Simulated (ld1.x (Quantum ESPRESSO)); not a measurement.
# What one change does to a pseudopotential (Si, RRKJ)

```json
{"Element": "silicon (Si)", "Generator": "ld1.x (Quantum ESPRESSO) 7.5", "Type": "norm-conserving RRKJ (Kleinman–Bylander form)", "Functional": "LDA (PZ)", "Relativity": "scalar-relativistic", "Frozen core": "[Ne]", "Valence charge": "4", "Reference configuration": "3s2 3p1 (charge +1)", "Partial waves": "3p (bound): rc 2.20 bohr; 3d channel at -0.1 Ry: rc 1.85 bohr; 3s (bound): rc 1.55 bohr", "Local potential": "the s channel", "Core correction": "a·sin(br)/r model core inside 1.40 bohr"}
```

Change: wave 3p (bound): rc 2.20 bohr becomes 3p (bound): rc 1.94 bohr.

Cutoffs: the cutoffs (Ry, on a coarse ladder) from which the occupation-weighted sum of valence levels, in a spherical-Bessel basis at the reference potential, stays within 10 and 1 mRy of its value at 400 Ry; they do not see the model core or the augmentation charge, which bear on the density cutoff. Errors are all-electron minus pseudo energies relative to the spin-unpolarised reference configuration.

Task: Predict the effect on cutoff, ghosts and configuration errors.

Result: The potential gets neither clearly harder nor softer (21 Ry and 40 Ry → 21 Ry and 40 Ry); of the 9 tests that both files solve, the error grows in 0 and shrinks in 2 by more than 15 % and 0.3 meV (median size 7.4 → 7.2 meV); neither file shows a bound ghost.

```csv
quantity,base,changed
"cutoff, loose",21 Ry,21 Ry
"cutoff, tight",40 Ry,40 Ry
bound ghosts,none,none
"error for 3s2 3p2, meV [ΔE -7.83 eV]",+4.7,+4.4
"error for 3s2 3p0, meV [ΔE 16.11 eV]",+14,+12
"error for 3s1 3p0, meV [ΔE 50.26 eV]",+79,+74
"error for 3s0 3p4, meV [ΔE 5.95 eV]",-11,-9.3
"error for 3s2 3p2.3, meV [ΔE -8.79 eV]",+6.1,+5.8
"error for 3s1 3p2, meV [ΔE 7.41 eV]",-3.2,-2.4
"error for 3s2 3p1.5, meV [ΔE -4.86 eV]",+1.8,+1.7
"error for 3s2 3p1 (spin-polarised), meV [ΔE -0.20 eV]",+7.4,+7.2
"error for 3s2 3p2 (spin-polarised), meV [ΔE -8.44 eV]",+23,+22
```
